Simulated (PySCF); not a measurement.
Computed properties of BeO, SMILES [Be]=[O]

BeO, SMILES [O]=[Be]. Geometry optimised at B3LYP-D3(BJ)/def2-TZVPD. One conformer was computed; it need not be the lowest. All values are computed for the isolated molecule unless a solvent is named; none is compared with measurement here.

**Structure.** The optimised structure has C∞v symmetry. All 1 harmonic modes at B3LYP-D3(BJ)/def2-TZVPD (PySCF) are real, so it is a minimum.

**Vibrations.** The strongest infrared lines (harmonic, unscaled, degenerate partners summed) lie at 1536 cm⁻¹ (20 km/mol, Be 64 %, O 36 %). The softest mode is at 1536 cm⁻¹ and the zero-point energy is 2.2 kcal/mol.

**Electronic structure.** r2SCAN/def2-TZVPD (PySCF) places the frontier levels at -6.29 and -4.25 eV, a gap of 2.04 eV, and gives a dipole moment of 6.32 D and a mean polarisability of 29.2 bohr³. PBE/def2-TZVPD (PySCF) at the same geometry gives -6.18 and -4.79 eV, so its gap is 0.65 eV narrower. An orbital gap is neither the optical nor the fundamental gap.

**Excitations.** TDA-M06-2X/def2-TZVPD (PySCF) has S1 at 1.75 eV (709 nm, f = 0.030, weak); the most intense of the 10 singlets computed lies at 7.00 eV (f = 0.07). Strengths of degenerate partners are summed. T1 (TDA) is at 1.50 eV, 0.25 eV under S1. TDA-PBE/def2-TZVPD (PySCF) puts S1 at 1.44 eV.
